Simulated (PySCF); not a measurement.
**Electric field gradients and quadrupole coupling constants**

Species: C₇H₁₂O.
Z-matrix (Å and degrees, GFN2-xTB geometry), rows numbered from 1:
```
C 
C   1  1.3204
C   2  1.5029  1  123.94
O   3  1.4116  2  113.45  1    27.39
C   4  1.4067  3  114.90  2    68.09
C   3  1.5492  2  111.49  1   -99.06
C   6  1.5338  3   89.46  2  -101.41
C   7  1.5348  6   89.62  3   -13.34
H   1  1.0770  2  122.04  3   178.49
H   1  1.0776  2  121.03  3    -1.41
H   2  1.0816  1  120.99  3  -177.51
H   5  1.0954  4  111.82  3   -59.75
H   5  1.0962  4  111.58  3    62.19
H   5  1.0887  4  106.06  3  -179.06
H   6  1.0866  3  110.10  2   143.91
H   6  1.0871  3  115.74  2    18.70
H   7  1.0875  6  116.12  3  -132.26
H   7  1.0881  6  112.50  3   101.14
H   8  1.0883  3  116.41  2   -20.33
H   8  1.0877  3  111.31  2  -146.81
```

Field gradients from the PBE0/pcSseg-1 density (PySCF, non-relativistic), principal values in atomic units, ordered |Vxx| ≤ |Vyy| ≤ |Vzz|:

| atom | Vxx | Vyy | Vzz |
| --- | --- | --- | --- |
| O4 | -0.0212 | -1.9640 | 1.9851 |

Find the asymmetry η = (Vxx − Vyy)/Vzz and the couplings χ = eQV/h (234.96 MHz × Q in barn × V in au), with Q(17O) = −0.0256 b.

```
atom   environment  nucleus     η  χzz (MHz)  χxx (MHz)  χyy (MHz)
  O4  ether oxygen      17O  0.98     -11.94       0.13      11.81
```

At O4 η is above 0.9: Vyy and Vzz are nearly equal in size and opposite in sign, so a small change could swap them and flip the sign of χzz. 

What is Vzz at O4 in SI units (1 au = 9.71736 × 10²¹ V/m²)?

1.9851 au = 19.290 × 10²¹ V/m².

Were the hydrogens deuterons (Q(2H) = 0.00286 b), χzz would run from 194 kHz (H12) to 227 kHz (H9).

One conformer (not necessarily the lowest) at the GFN2-xTB geometry, without solvent, vibrations or thermal averaging. GFN2-xTB bond lengths can be off by several hundredths of an ångström, more for odd bonds, and the gradients follow them. A larger basis could move these couplings by a tenth or more.

These values come from a run that also computed NMR shieldings. The run took 39 s wall (with the writing of density and orbital grids) on one thread, Arm Neoverse V1 (aarch64), no GPU, shared host with 32 logical CPUs at a one-minute load of 15, and the process peaked at 0.87 GiB of memory.
